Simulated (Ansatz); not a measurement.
`CCN[SiH2]Cl` and `BNCC` differ in one atom or group.

Ansatz, PBE0-D4/def2-TZVP geometries, multiplicity 1. Each molecule was computed in one conformer, which needn't be the lowest.

| property | `CCN[SiH2]Cl` |
| --- | --- |
| HOMO–LUMO gap (B3LYP/def2-TZVPP) / eV | 7.41 |
| HOMO–LUMO gap (PBE/def2-TZVPP) / eV | 5.70 |
| HOMO energy (B3LYP/def2-TZVPP) / eV | -7.07 |
| LUMO energy (B3LYP/def2-TZVPP) / eV | 0.34 |
| zero-point energy (PBE0-D4/def2-TZVP) / kJ/mol | 268.6 |
| LUMO energy (ωB97M-V/def2-TZVPP) / eV | 2.16 |

Task: What does the change do to each property? (An estimate is asked.)

Result: The calculation gave: 
```json
{"property": "HOMO–LUMO gap (B3LYP/def2-TZVPP) / eV", "`BNCC`": "7.63", "shift": "0.22"}
{"property": "HOMO–LUMO gap (PBE/def2-TZVPP) / eV", "`BNCC`": "5.90", "shift": "0.20"}
{"property": "HOMO energy (B3LYP/def2-TZVPP) / eV", "`BNCC`": "-7.63", "shift": "-0.56"}
{"property": "LUMO energy (B3LYP/def2-TZVPP) / eV", "`BNCC`": "0.00", "shift": "-0.34"}
{"property": "zero-point energy (PBE0-D4/def2-TZVP) / kJ/mol", "`BNCC`": "276.5", "shift": "7.9"}
{"property": "LUMO energy (ωB97M-V/def2-TZVPP) / eV", "`BNCC`": "2.01", "shift": "-0.15"}
```

With PBE0 the HOMO falls by 0.56 eV and the LUMO falls by 0.34 eV, so the gap widens by about 0.22 eV. PBE moves the HOMO by -0.65 eV and ωB97M-V by -0.59 eV. The zero-point energy changes by 7.9 kJ/mol with -3 modes.

B3LYP here is the variant with VWN-RPA as its local correlation; programs differ in this.
